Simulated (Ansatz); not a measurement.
Ansatz results at the PBE0-D4/def2-TZVP geometry: LUMO energy (PBE0/def2-TZVPP) -1.43 eV; size of the dipole moment (B3LYP/def2-TZVPP) 1.31 D; HOMO–LUMO gap (ωB97M-V/def2-TZVPP) 10.01 eV.

Each molecule was computed in one conformer, which needn't be the lowest.

Question: Which molecule gave them?
A. `BCOC[SiH3]`
B. `[SiH3]C1C[AsH]1`
C. `BC([SiH3])OC`
D. `B[SiH2]OCC`

Answer: A. The others give `B[SiH2]OCC`: -2.41, 1.18, 9.43; `[SiH3]C1C[AsH]1`: -0.17, 1.08, 10.82; `BC([SiH3])OC`: -1.02, 1.96, 10.21.

B3LYP here is the variant with VWN-RPA as its local correlation; programs differ in this.
